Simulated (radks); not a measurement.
Neutral gold, configuration [Xe] 4f14 5d10 6s1. All-electron calculation, scalar-relativistic Kohn-Sham, PBE, spin-polarised, spherical densities, point nucleus; open shells are filled with parallel spins first (spin-orbit coupling, left out, can overturn this in heavy ions). Program: a radial shooting solver on a logarithmic mesh with Libxc functionals.

Unscreened Slater integrals over Kohn-Sham orbitals (hartree). They are taken over the spin-up orbitals.

\begin{tabular}{lr}
integral & value \\ \hline
F0(6s,6s) & 0.31713 \\
F0(6s,5d) & 0.37986 \\
G2(6s,5d) & 0.093790 \\
F0(6s,5p) & 0.40258 \\
G1(6s,5p) & 0.025140 \\
F0(6s,4f) & 0.42143 \\
G3(6s,4f) & 0.0091748 \\
F0(5d,5d) & 0.56100 \\
F2(5d,5d) & 0.28174 \\
F4(5d,5d) & 0.18374 \\
F0(5d,5p) & 0.66095 \\
F2(5d,5p) & 0.31483 \\
G1(5d,5p) & 0.37284 \\
G3(5d,5p) & 0.22933 \\
F0(5d,4f) & 0.74496 \\
F2(5d,4f) & 0.16281 \\
F4(5d,4f) & 0.074229 \\
G1(5d,4f) & 0.050975 \\
G3(5d,4f) & 0.048270 \\
G5(5d,4f) & 0.038693 \\
F0(5p,5p) & 0.83820 \\
F2(5p,5p) & 0.45084 \\
F0(5p,4f) & 1.0354 \\
F2(5p,4f) & 0.31962 \\
G2(5p,4f) & 0.12023 \\
G4(5p,4f) & 0.10200 \\
F0(4f,4f) & 1.8346 \\
F2(4f,4f) & 0.91159 \\
F4(4f,4f) & 0.58059 \\
F6(4f,4f) & 0.42026 \\
\end{tabular}
